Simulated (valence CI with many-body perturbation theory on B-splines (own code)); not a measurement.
Forbidden lines of Kr¹⁵⁺

Computed by configuration interaction combined with many-body perturbation theory (CI+MBPT): three valence electrons over a frozen Dirac-Fock core [Ar], radial functions for each j: 9 s, 9 p, 10 d, 8 f, 5 g, 3 h, 1 i, with the one-electron correlation potential Σ1 (screened to all orders), the two-electron term Σ2, the three-electron term Σ3, Breit, model QED; selected single and double excitations, second order for the rest (own B-spline code, finite nucleus).

No measured spectrum was set against this ion. As an estimate, terms of the open shell hold to 2 to 4 % of their energy, and close levels can change places. Core correlation moves these levels by up to 4900 cm⁻¹, and in measured spectra 5 to 20 % of such shifts remained as error; rates that hang on mixing are uncertain with them. Only levels of the ground parity were solved; by the run's estimate the other parity begins above the list, which can be wrong where configurations are misplaced.

Lines 1 to 50 of 73 in falling wavelength, among levels below 172100 cm⁻¹, chosen from the decays that carry over 1 % of a level's rate. Wavelengths and rates use the calculated energies, so an error of 2000 cm⁻¹ moves a line at 5477 Å by 11 % and its rate by three times that or more. Electric multipoles are in the length gauge, E1 and E2 with the static RPA response of the core. S is in atomic units (e²a₀⁴ for E2 and M2, e²a₀⁶ for E3), for M1 in squared Bohr magnetons. Weak lines are less certain than strong ones. Lines between different terms over intervals too small for the method are left out, as are lines whose strength nearly cancels. Intervals below about 2000 cm⁻¹, as at the head of this list, are uncertain by tens of per cent. The highest levels of a list are the least certain.

Names give the largest LS component (configuration and term), which can be under half, so a name can repeat, a term be missing and a line seem to break the LS rules; names also repeat where a configuration has a term twice. Letters in brackets count levels of one name in rising energy.

| λ vac (Å) | Upper | Lower | Type | A (s⁻¹) | S (a.u.) |
| --- | --- | --- | --- | --- | --- |
| 73750 | 3d³ ⁴P_1/2 | 3d³ ⁴P_3/2 | M1 | 8.92e-02 | 2.65e+00 |
| 16910 | 3d³ ⁴F_5/2 | 3d³ ⁴F_3/2 | M1 | 8.70e+00 | 9.36e+00 |
| 15060 | 3d³ ⁴F_7/2 | 3d³ ⁴F_5/2 | M1 | 1.24e+01 | 1.25e+01 |
| 14930 | 3d³ ⁴F_9/2 | 3d³ ⁴F_7/2 | M1 | 7.84e+00 | 9.67e+00 |
| 9519 | 3d³ ⁴P_5/2 | 3d³ ⁴P_3/2 | M1 | 1.41e+01 | 2.71e+00 |
| 7686 | 3d³ ²D_5/2 [a] | 3d³ ²D_3/2 [a] | M1 | 1.71e+01 | 1.73e+00 |
| 6415 | 3d³ ²P_3/2 | 3d³ ²P_1/2 | M1 | 2.42e+01 | 9.49e-01 |
| 5477 | 3d³ ²D_3/2 [a] | 3d³ ⁴P_1/2 | M1 | 1.84e+01 | 4.49e-01 |
| 5323 | 3d³ ²H_11/2 | 3d³ ²G_9/2 | M1 | 2.68e+01 | 1.80e+00 |
| 5176 | 3d³ ²H_9/2 | 3d³ ²G_9/2 | M1 | 4.79e+01 | 2.47e+00 |
| 5143 | 3d³ ²P_3/2 | 3d³ ²D_3/2 [a] | M1 | 6.31e+01 | 1.27e+00 |
| 5098 | 3d³ ²D_3/2 [a] | 3d³ ⁴P_3/2 | M1 | 5.97e+01 | 1.17e+00 |
| 4522 | 3d³ ²P_1/2 | 3d³ ⁴P_1/2 | M1 | 9.01e+01 | 6.17e-01 |
| 4521 | 3d³ ²D_5/2 [a] | 3d³ ⁴P_5/2 | M1 | 1.10e+01 | 2.26e-01 |
| 4452 | 3d³ ²H_9/2 | 3d³ ²G_7/2 | M1 | 4.56e+01 | 1.49e+00 |
| 3502 | 3d³ ²P_3/2 | 3d³ ⁴P_5/2 | M1 | 5.56e+01 | 3.54e-01 |
| 3065 | 3d³ ²D_5/2 [a] | 3d³ ⁴P_3/2 | M1 | 3.90e+00 | 2.50e-02 |
| 3014 | 3d³ ²F_5/2 | 3d³ ²D_5/2 [a] | M1 | 3.00e+00 | 1.83e-02 |
| 2980 | 3d³ ²F_7/2 | 3d³ ²H_9/2 | M1 | 1.37e+00 | 1.07e-02 |
| 2892 | 3d³ ²G_9/2 | 3d³ ⁴F_9/2 | M1 | 7.83e+01 | 7.02e-01 |
| 2701 | 3d³ ⁴P_3/2 | 3d³ ⁴F_5/2 | M1 | 1.14e+01 | 3.32e-02 |
| 2652 | 3d³ ²P_3/2 | 3d³ ⁴P_1/2 | M1 | 3.21e+00 | 8.89e-03 |
| 2623 | 3d³ ²G_7/2 | 3d³ ⁴F_7/2 | M1 | 4.53e+01 | 2.42e-01 |
| 2605 | 3d³ ⁴P_1/2 | 3d³ ⁴F_5/2 | E2 | 6.70e-02 | 1.44e-02 |
| 2446 | 3d³ ⁴P_5/2 | 3d³ ⁴F_7/2 | M1 | 3.66e+00 | 1.19e-02 |
| 2423 | 3d³ ²G_9/2 | 3d³ ⁴F_7/2 | M1 | 4.45e+01 | 2.34e-01 |
| 2329 | 3d³ ⁴P_3/2 | 3d³ ⁴F_3/2 | M1 | 2.18e+01 | 4.08e-02 |
| 2258 | 3d³ ⁴P_1/2 | 3d³ ⁴F_3/2 | M1 | 1.89e+00 | 1.61e-03 |
| 2258 | 3d³ ⁴P_1/2 | 3d³ ⁴F_3/2 | E2 | 2.33e-01 | 2.44e-02 |
| 2234 | 3d³ ²G_7/2 | 3d³ ⁴F_5/2 | M1 | 6.31e+01 | 2.08e-01 |
| 2165 | 3d³ ²F_5/2 | 3d³ ²D_3/2 [a] | M1 | 9.50e-01 | 2.14e-03 |
| 2104 | 3d³ ⁴P_5/2 | 3d³ ⁴F_5/2 | M1 | 2.39e+00 | 4.96e-03 |
| 1891 | 3d³ ²F_7/2 | 3d³ ²G_9/2 | M1 | 8.90e+00 | 1.79e-02 |
| 1874 | 3d³ ²H_11/2 | 3d³ ⁴F_9/2 | M1 | 4.04e+00 | 1.18e-02 |
| 1856 | 3d³ ²H_9/2 | 3d³ ⁴F_9/2 | M1 | 1.95e+01 | 4.62e-02 |
| 1824 | 3d³ ²D_5/2 [b] | 3d³ ²F_5/2 | M1 | 1.14e+02 | 1.54e-01 |
| 1808 | 3d³ ²F_5/2 | 3d³ ⁴P_5/2 | M1 | 8.50e+00 | 1.12e-02 |
| 1785 | 3d³ ²F_7/2 | 3d³ ²G_7/2 | M1 | 4.41e+01 | 7.43e-02 |
| 1766 | 3d³ ²D_3/2 [a] | 3d³ ⁴F_5/2 | M1 | 1.34e+02 | 1.09e-01 |
| 1763 | 3d³ ²D_3/2 [b] | 3d³ ²F_5/2 | M1 | 7.84e+01 | 6.37e-02 |
| 1759 | 3d³ ²D_5/2 [b] | 3d³ ²F_7/2 | M1 | 7.13e+01 | 8.63e-02 |
| 1722 | 3d³ ²F_5/2 | 3d³ ²G_7/2 | M1 | 2.79e+01 | 3.18e-02 |
| 1650 | 3d³ ²H_9/2 | 3d³ ⁴F_7/2 | M1 | 1.54e+01 | 2.57e-02 |
| 1599 | 3d³ ²D_3/2 [a] | 3d³ ⁴F_3/2 | M1 | 8.29e+01 | 5.02e-02 |
| 1587 | 3d³ ²D_5/2 [a] | 3d³ ⁴F_7/2 | M1 | 1.64e+02 | 1.46e-01 |
| 1520 | 3d³ ²F_5/2 | 3d³ ⁴P_3/2 | M1 | 3.57e+00 | 2.79e-03 |
| 1506 | 3d³ ²P_1/2 | 3d³ ⁴F_3/2 | M1 | 2.80e+00 | 7.09e-04 |
| 1436 | 3d³ ²D_5/2 [a] | 3d³ ⁴F_5/2 | M1 | 2.53e+01 | 1.66e-02 |
| 1323 | 3d³ ²D_5/2 [a] | 3d³ ⁴F_3/2 | M1 | 5.32e+00 | 2.74e-03 |
| 1314 | 3d³ ²P_3/2 | 3d³ ⁴F_5/2 | M1 | 8.18e+01 | 2.76e-02 |
